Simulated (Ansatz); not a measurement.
Born–Oppenheimer molecular dynamics of BFH2O2 (6 atoms, charge 0, multiplicity 1). It goes on from the last frame of an earlier run, with new velocities.

The calculation used Ansatz, RKS revPBE-D4/def2-SVP.

```json
{
 "ensemble": "NVE (velocity Verlet)",
 "time step": "1 fs",
 "steps asked": "166",
 "starting velocities drawn for": "300 K",
 "seed": "27990"
}
```

First frame:

```xyz
6
Properties=species:S:1:pos:R:3
B -0.025 -0.052 -0.006
O -0.003 -0.072 1.358
H -0.810 -0.352 1.813
F 1.129 0.197 -0.599
O -1.046 -0.360 -0.845
H -1.923 -0.404 -0.427
```

Question: How far do the bonds stretch over the last three quarters of this one trajectory? (Pairs bonded in most of those frames.)

Answer: 
```csv
bond,mean (Å),spread (Å),shortest,longest
B1–O2,1.379,0.031,1.32,1.43
B1–F4,1.345,0.023,1.30,1.39
B1–O5,1.380,0.025,1.33,1.43
O2–H3,0.972,0.019,0.94,1.00
O5–H6,0.974,0.022,0.94,1.01
```

Mean temperature of the second half: 200 K. The conserved energy stayed within 1.1 meV per atom of its start (net change 0.57 meV per atom), so the integration is sound. A run of 0.17 ps of so small a system gives no equilibrium averages.

The run took 57 s on 2 threads of Intel(R) Xeon(R) 6975P-C (Granite Rapids), with other jobs on the host, peak memory 0.14 GiB.
